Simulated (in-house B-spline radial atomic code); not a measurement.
A run on Li⁻ that did not converge. Method: non-relativistic TPSSh, spin-polarised, spherical fractional occupations, exact exchange averaged over the configuration, point nucleus; computed with a B-spline radial code for spherical atoms.

Command:
```bash
python run_scf.py task.json out
```
Settings:
```
Z                3
configuration    [He] 2s2
hamiltonian      nr
method           tpssh
spin_polarised   True
exact_exchange   averaged over the configuration
```

First and last ten iterations of the last attempt (damped for 15 steps, keeping 80 % of the old Fock matrix, then DIIS):
```
 iter        energy (Eh)    residual
    1          -7.326629    8.91e-03
    2           1.973378    1.45e-01
    3           1.957395    1.37e-01
    4           1.939905    1.27e-01
    5           1.920977    1.18e-01
    6           1.900625    1.18e-01
    7           1.878756    1.18e-01
    8          -6.329365    1.07e-01
    9           1.595138    1.26e-01
   10          -6.344762    1.07e-01
  111          -5.646385    5.38e-01
  112       64611.143108    2.64e+01
  113       52986.818590    2.50e+01
  114       91585.416886    2.76e+01
  115       90166.603021    2.77e+01
  116       89950.181725    2.77e+01
  117          -2.996065    3.54e-01
  118      253786.735481    2.44e+01
  119       40700.757096    1.43e+01
  120       53317.759995    1.56e+01
 not converged after 120 iterations
```

The smallest residual met was 2.1e-03; the threshold is about 1e-07. No energy from this run should be used. Time taken, with all properties: 0.88 s on 1 thread of Arm Neoverse V2 (shared host).
